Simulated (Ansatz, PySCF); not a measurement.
This triplet is an excited state, 2.15 eV above the relaxed singlet at the level B3LYP-D3(BJ)/def2-TZVPD // B3LYP-D3(BJ)/def2-SVPD (PySCF).

Species: HBFO, SMILES `[B-](F)O` (excited triplet; H–O–B–F torsion 89°) (charge -1, multiplicity 3), formula HBFO.

How many basis functions does frozen-core CCSD(T)/aug-cc-pVTZ // B3LYP-D3(BJ)/def2-SVPD (Ansatz, an electronic-structure program) use, how many core orbitals are frozen, and how many electrons are correlated?

161 basis functions and 3 frozen orbitals, which leaves 18 correlated electrons. Core time is of the order of minutes.
